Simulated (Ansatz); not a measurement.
Gas-phase electronic energies from Ansatz, PBE0-D4/def2-TZVP geometries. CCSD(T)/CBS adds triple-zeta CCSD(T) − MP2 to the extrapolated MP2 energy (def2 sets, frozen cores). This one scheme is used for every species. Functionals use def2-TZVPP. One conformer a species, not always the lowest.

Consider the formal exchange of groups at the Si–Si bond: `CSS[SiH2][SiH3]` + CH₄ → `C[SiH2]SSC` + SiH₄.

`CSS[SiH2][SiH3]`:

Z-matrix (Å, degrees):
```
C
S 1 1.800
H 1 1.090 2 111.0
H 1 1.093 2 105.9 3 118.4
H 1 1.089 2 110.8 3 -123.1
S 2 2.058 1 102.0 3 62.0
Si 6 2.151 2 97.2 1 -89.5
Si 7 2.338 6 110.9 2 -66.3
H 7 1.491 6 105.8 2 173.8
H 7 1.489 6 109.1 2 57.3
H 8 1.489 7 109.9 6 177.8
H 8 1.485 7 110.9 6 57.3
H 8 1.487 7 108.9 6 -63.1
```

CH₄:

Z-matrix (Å, degrees):
```
C
H 1 1.090
H 1 1.090 2 109.5
H 1 1.090 2 109.5 3 -120.0
H 1 1.090 2 109.5 3 120.0
```

`C[SiH2]SSC`:

Z-matrix (Å, degrees):
```
C
Si 1 1.861
H 1 1.093 2 110.3
H 1 1.092 2 110.7 3 -120.2
H 1 1.092 2 110.2 3 119.6
S 2 2.148 1 112.0 3 -178.2
H 2 1.489 1 111.4 3 64.7
H 2 1.488 1 110.8 3 -56.9
S 6 2.060 2 97.1 1 65.0
C 9 1.800 6 102.0 2 90.3
H 10 1.089 9 110.7 6 61.0
H 10 1.090 9 110.9 6 -61.9
H 10 1.093 9 106.0 6 179.6
```

SiH₄:

Z-matrix (Å, degrees):
```
Si
H 1 1.485
H 1 1.485 2 109.5
H 1 1.485 2 109.5 3 -120.0
H 1 1.485 2 109.5 3 120.0
```

| level | ΔE (kJ/mol) |
| --- | --- |
| PBE-D4 | 15.6 |
| CCSD/def2-TZVPP | -0.3 |

**Question.** What does CCSD(T)/CBS give? (An estimate is asked.)

**Answer.** Ansatz gave: +2.9 kJ/mol. The listed levels differ from it by 12.7, -3.2 kJ/mol.

Largest T1 diagnostic among the species: 0.013.

The D4 term adds +3.4 kJ/mol with B3LYP and +2.0 kJ/mol with PBE0; it sums over pairs of atoms, weighted by their polarisabilities, and B3LYP, whose exchange is more repulsive, gets the larger term. From PBE to PBE0 (25 % exact exchange), in def2-TZVPP and without D4, ΔE moves by −3.9 kJ/mol.

B3LYP here is the variant with VWN-RPA as its local correlation; programs differ in this.
